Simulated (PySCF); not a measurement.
# State search for NaAs⁺

Unrestricted PBE0; basis Na 6-31G(d,p), As 6-31G(d,p); no relativity; PySCF 2.14. Outer shells of the fragments: Na+ closed shells only; As 3d10 4s2 4p3.

Followed along the bond (rough minima from three points):

```csv
2Ms+1,unpaired,⟨S²⟩ at the start,R at minimum (Å),Te (eV)
4,"σ ↑, π ↑↑",3.75,3.14,0.00
2,"σ ↓, π ↑↑",1.76,3.19,0.70
2,"σ ↑, π ↑↓",1.76,3.17,0.73
2,π ↑,0.75,3.03,1.23
```

Solutions found at the starting distance of 2.850 Å, counted from the lowest of them; the search is not exhaustive and high or unbound solutions are not listed, so other states can lie among these:

| 2Ms+1 | unpaired | term | E (eV) | ⟨S²⟩ | ⟨Lz²⟩ | μ (D) |
| --- | --- | --- | --- | --- | --- | --- |
| 4 | σ ↑, π ↑↑ | ⁴Σ⁻ | 0.00 | 3.75 | 0.00 | -8.36 |
| 2 | σ ↓, π ↑↑ | mixed | 0.72 | 1.76 | 0.00 | -8.29 |
| 2 | σ ↑, π ↑↓ | mixed | 0.74 | 1.76 | 2.01 | -8.31 |
| 2 | π ↑ | ²Π | 1.22 | 0.75 | 1.00 | -7.70 |
| 2 | σ ↑ | mixed | 1.88 | 0.75 | 2.00 | -8.23 |
| 2 | π ↑ | ²Π | 2.50 | 0.75 | 1.01 | -8.60 |
| 4 | σ ↑↑, π ↑ | ⁴Π | 5.91 | 3.75 | 1.00 | 1.63 |
| 4 | π ↑↑↑ | ⁴Π | 8.13 | 3.75 | 1.00 | 2.62 |

A term symbol is given only where ⟨S²⟩ and ⟨Lz²⟩ are close to those of a pure state; real π, δ and φ orbitals otherwise mix terms. A positive dipole points towards As; it is taken about the centre of mass and depends on that origin.

Spin–orbit coupling is left out.
